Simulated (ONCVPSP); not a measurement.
## What one change does to a pseudopotential (F (Z = 9), ONCV)

ONCVPSP 4.0.1 input, shortened (lines: element, Z, core and valence counts, functional; n l f; lmax; l rc ep ncon nbas qcut; lloc lpopt rc5 dvloc0; l nproj debl; icmod fcfact rcfact), PBE, fully relativistic:

```
  F 9.00    1    2        4      upf
    1    0    2.00
    2    0    2.00
    2    1    5.00
    2
    0    0.75    0.00    4    8    8.50
    1    1.50    0.00    4    7    7.10
    2    1.55    0.02    4    7    5.50
    4    5    0.60    3.00
    0    2    2.00
    1    2    3.90
    2    2    0.50
    3    4.50    1.35
```

Open shells are filled in proportion to 2j + 1.

Change: p: rc 2.22.

Cutoffs: the cutoffs (Ha) at which the residual kinetic energy of the hardest occupied pseudo-wave falls to 1 and 0.1 mHa per electron; they do not see the model core or the augmentation charge, which bear on the density cutoff. Errors are all-electron minus pseudo energies relative to the spin-unpolarised reference configuration.

Task: Predict the effect on cutoff, ghosts and configuration errors.

Result: The potential gets neither clearly harder nor softer (145 Ha and 296 Ha → 145 Ha and 296 Ha); the s channel sets the loose cutoff, while the largest relative change is in p, which becomes softer; of the 4 tests that both files solve, the error grows in 4 and shrinks in 0 by more than 15 % and 0.3 meV (median size 293.9 → 947.1 meV); neither file shows a bound ghost. More of the atom is replaced by a form fitted at one configuration, so other configurations suffer.

| quantity | base | changed |
| --- | --- | --- |
| cutoff, loose | 145 Ha | 145 Ha |
| cutoff, tight | 296 Ha | 296 Ha |
| loose cutoff by channel | s 145 Ha, p 25 Ha | s 145 Ha, p 17 Ha |
| bound ghosts | none | none |
| GHOST(+) flags under 300 eV | d5/2 at 11.8 eV, d3/2 at 11.9 eV | d5/2 at 11.8 eV, d3/2 at 11.9 eV |
| error for 2s2 2p4, meV [ΔE 19.39 eV] | +71 | +256 |
| error for 2s2 2p3, meV [ΔE 57.77 eV] | +517 | +1638 |
| error for 2s2 2p2, meV [ΔE 118.41 eV] | +1864 | +5279 |
| error for 2s2 2p4.5, meV [ΔE 7.54 eV] | +12 | +47 |
| s: phases at 0.76 bohr within 0.05 rad from the reference energy up to (Ha; the scan ends near 5) | to the end of the scan | to the end of the scan |
| d5/2: phases at 1.58 bohr within 0.05 rad from the reference energy up to (Ha; the scan ends near 5) | to the end of the scan | to the end of the scan |
| d3/2: phases at 1.58 bohr within 0.05 rad from the reference energy up to (Ha; the scan ends near 5) | to the end of the scan | to the end of the scan |
| rms error of d²Exc/dni dnj with the model core, mHa | 10.65 | 9.61 |

Changed file: These tests converged, but a pseudo level misses the all-electron one widely, so the file describes the atom poorly there or has found another state: 2s2 2p2: 2p by 5.2 eV.
